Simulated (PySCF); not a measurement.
# Dipole response of Se (selenium, neutral)

[Ar] 3d10 4s2 4p3 5s1, high-spin 5S determinant (an excited configuration). Calculation: PySCF 2.14, in x2c-QZVPPall with one added diffuse shell each of s, p, d, f type (12s9p6d5f1g, 113 functions); the spin-free X2C one-electron Hamiltonian (Gaussian nucleus). Coupled (time-dependent) response in atomic units; α is the mean over directions.

| method | mean α (bohr³) | C₆ (like pair) | S(−4) |
| --- | --- | --- | --- |
| HSE06 | 320.4 | 4004 | 136900 |

S(−4) is the Cauchy moment in α(ω) = α(0) + S(−4) ω² + …

α(iu) at HSE06:

```json
{"u (hartree)": "0", "α(iu) (bohr³)": "320.4"}
{"u (hartree)": "0.0500", "α(iu) (bohr³)": "159.1"}
{"u (hartree)": "0.100", "α(iu) (bohr³)": "70.48"}
{"u (hartree)": "0.200", "α(iu) (bohr³)": "29.44"}
{"u (hartree)": "0.300", "α(iu) (bohr³)": "18.88"}
{"u (hartree)": "0.500", "α(iu) (bohr³)": "10.92"}
{"u (hartree)": "0.750", "α(iu) (bohr³)": "6.675"}
{"u (hartree)": "1.00", "α(iu) (bohr³)": "4.505"}
{"u (hartree)": "1.50", "α(iu) (bohr³)": "2.475"}
{"u (hartree)": "2.00", "α(iu) (bohr³)": "1.598"}
{"u (hartree)": "3.00", "α(iu) (bohr³)": "0.8693"}
{"u (hartree)": "5.00", "α(iu) (bohr³)": "0.4141"}
```

A single London oscillator, α(iu) = α/(1 + u²/ω²), gives C₆ = (3/4) ω α². Matching the computed C₆ needs ω = 4 × 4004 / (3 × 320.4²) = 0.0520 hartree.

The outer electron is Rydberg-like, and this basis confines it to a smaller radius and binds it less than a complete one would.
